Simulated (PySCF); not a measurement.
C2H2F4.

```xyz
8

F     -1.3622     0.0903     1.0986
C     -0.6916    -0.3214     0.0000
F     -1.3622     0.0903    -1.0986
C      0.6916     0.3214     0.0000
F      1.3622    -0.0903    -1.0986
F      1.3622    -0.0903     1.0986
H     -0.6194    -1.4235     0.0000
H      0.6194     1.4235     0.0000
```

Geometry: B3LYP-D3(BJ)/def2-SVP. Other conformers were not sampled.

These are PBE/pcSseg-1 in PySCF values and carry that method's errors. Non-relativistic, no solvent.

Computed absolute GIAO shielding of each atom: isotropic value and principal components (ppm):
```
atom  σ(iso)    σ11    σ22    σ33   span
----  ------  -----  -----  -----  -----
F1     304.6  199.8  329.8  384.1  184.2
C2      59.4   38.4   69.7   70.1   31.7
F3     304.6  199.8  329.8  384.1  184.2
C4      59.4   38.4   69.7   70.1   31.7
F5     304.6  199.8  329.8  384.1  184.2
F6     304.6  199.8  329.8  384.1  184.2
H7      25.5   23.4   25.2   27.9    4.5
H8      25.5   23.4   25.2   27.9    4.5
```
